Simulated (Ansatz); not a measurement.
The same path of C$_{2}$H$_{4}$BClTe (9 atoms, charge 0, multiplicity 1) was run twice with different band settings. The coordinate that changes most is the dihedral H7–B1–C2–C3.

Theory: Ansatz, RKS B3LYP-D4/def2-SVP.

Relaxed end points:

```xyz
9
Properties=species:S:1:pos:R:3
B 1.748 -0.228 -0.668
C 0.564 -0.359 0.297
C -0.681 0.156 0.126
Cl -1.154 1.083 -1.264
Te -2.199 -0.146 1.595
H 1.647 0.376 -1.704
H 2.802 -0.742 -0.380
H 0.696 -0.918 1.233
H -3.336 0.732 0.748
```

```xyz
9
Properties=species:S:1:pos:R:3
B 1.749 -0.223 -0.665
C 0.565 -0.355 0.299
C -0.682 0.151 0.124
Cl -1.157 1.070 -1.270
Te -2.202 -0.156 1.590
H 2.806 -0.728 -0.374
H 1.646 0.375 -1.705
H 0.700 -0.909 1.238
H -3.336 0.729 0.746
```

Common settings: movable images 7; climbing image yes; optimiser quadratic models (default); start path IDPP; force threshold 0.05 eV/Å; iteration limit 60; end points relaxed.

| run | spring |
| --- | --- |
| 1 | 5.0 eV/Å² |
| 2 | 0.5 eV/Å² |

Problem. What does each run give, and how far can it be trusted?

Solution. Run 1: converged after 21 iterations, highest image 0.289 eV above the first end. A vibrational analysis at the climbing image gives one clearly imaginary mode, 222i cm⁻¹: a first-order saddle point.
Run 2: converged after 23 iterations, highest image 0.289 eV above the first end. Another band between the same ends (7 images) ends at a top of the same energy, where a vibrational analysis finds 1 clearly imaginary mode.
